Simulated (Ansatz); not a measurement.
An input meant for PtI₂⁻ (charge -1, doublet).

```yaml
crystal:
  periodic: [false, false, false]
  atoms:
    - {symbol: Pt, position_ang: [-0.000174, 0.000084, 0.000014]}
    - {symbol: I, position_ang: [1.013005, 1.111842, 0.503482]}
    - {symbol: I, position_ang: [-0.868110, -1.111926, -0.431568]}
basis:
  gaussian: {orbitals: def2-SVPD}
total_charge: -1
magnetization: {spin_polarized: true, initial_magnetization: 1}
hamiltonian: {xc: {name: wB97X-V}}
scf: {omitted_lower_state_checks: [starts]}
output: {forces: true}
```

```sh
$ ansatz run in.yaml --threads 4 --pin off --events-out ev --progress --plain --max-ram 3916MiB
```

It prints (some lines left out):

```
Functional definition: wB97X-V
1236 factors; integrals over basis functions are off by at most 1.5e-4 eV
331 factors; integrals over basis functions are off by at most 3.0e-5 eV
mean field evaluation 1: about -19366.1146 eV, gradient 1.7e1 eV
mean field evaluation 2: about -19367.1466 eV, gradient 9.6e0 eV
mean field evaluation 4: about -19367.5274 eV, gradient 7.2e-1 eV
mean field evaluation 8: about -19367.7733 eV, gradient 1.5e-1 eV
mean field evaluation 16: about -19367.7870 eV, gradient 3.3e-2 eV
mean field evaluation 32: about -19367.7872 eV, gradient 2.6e-5 eV
mean field -19367.78720380 eV, -711.7530517820 hartree, gradient 6.2e-6 eV, S^2 0.755591; 0 other end points of the search recorded, 0 dependent functions left out
reference -19367.78720257 eV, -711.7530517367 hartree; 35, 34 occupied and 70, 71 virtual orbitals, 1236 factors
Total energy: -19367.78720257 eV, -711.7530517367 hartree
Atom 0 at    -0.000174     0.000084     0.000014 Å, force    35.248612    64.343294    17.562017 eV/Å
Atom 1 at     1.013005     1.111842     0.503482 Å, force    88.002244    95.181592    43.727501 eV/Å
Atom 2 at    -0.868110    -1.111926    -0.431568 Å, force  -123.250856  -159.524885   -61.289518 eV/Å
Dipole moment:    -0.101021     0.060033    -0.049891 e Å
Checks for a lower state left out: starts
```

In this input the geometry is squeezed to about two thirds of its size. The calculation finished and met its thresholds. The result belongs to that input, not to the species as meant.

In the def2 sets I, Pt take a core potential; there is no spin–orbit coupling.
